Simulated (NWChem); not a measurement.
CH4F2OSi; SMILES C[Si](O)(F)F

```xyz
9

C      0.2581    -1.8022     0.0050
Si    -0.0064     0.0267     0.0001
O     -1.6168     0.3443    -0.0067
F      0.6955     0.7172    -1.2713
F      0.6860     0.7243     1.2728
H     -0.1948    -2.2560     0.8926
H      1.3261    -2.0436     0.0043
H     -0.1966    -2.2599    -0.8797
H     -1.8934     1.2714    -0.0086
```
Atoms are numbered in this order, from 1.

Program: NWChem. Structure relaxed at the B3LYP/6-31G* (spherical d) level.

### Question
Estimate the computed values for LDA (Slater exchange, VWN5)/def2-TZVP. Quantities: highest occupied level (eV); orbital gap (eV); dipole (D).

### Answer
The highest occupied level (eV) is -8.37 and the orbital gap (eV) comes out as 7.93. The dipole (D) is 1.09.
